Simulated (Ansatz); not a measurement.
`C[O][Ge][Cl]` + H–F → `C[O][Ge][F]` + HCl  (ligand exchange at a Ge–Cl bond)

Computed with Ansatz on PBE0-D4/def2-TZVP structures; ΔE is electronic, products minus reactants. CCSD(T)/CBS adds triple-zeta CCSD(T) − MP2 to the extrapolated MP2 energy (def2 sets, frozen cores). This one scheme is used for every species. Functionals use def2-TZVPP. For Ge outer-core shells are correlated without core-valence functions, which leaves a few kJ/mol of doubt a bond. Scalar relativity is left out up to krypton. One conformer a species, not always the lowest.

| level | ΔE (kcal/mol) |
| --- | --- |
| r2SCANh-D4 | 1.5 |
| revPBE | 1.3 |
| SCS-MP2/def2-TZVPP | 0.7 |
| SCS-MP2/def2-QZVPP | 1.2 |

Q: What does CCSD(T)/CBS give? (Estimate.)

A: The calculation gave: +2.2 kcal/mol. The listed levels differ from it by -0.7, -0.9, -1.5, -1.0 kcal/mol.

Largest T1 diagnostic among the species: 0.015.

In def2-TZVPP, CCSD(T) changes the Hartree–Fock value by +1.1 kcal/mol (the triples alone add +0.4 kcal/mol) and MP2 by +2.2 kcal/mol. Leaving LDA and LC-ωPBE aside and taking each functional with its dispersion term where it has one, the values, not all of them listed here, spread over 3.8 kcal/mol, from CAM-B3LYP-D4 to HSE06-D4.
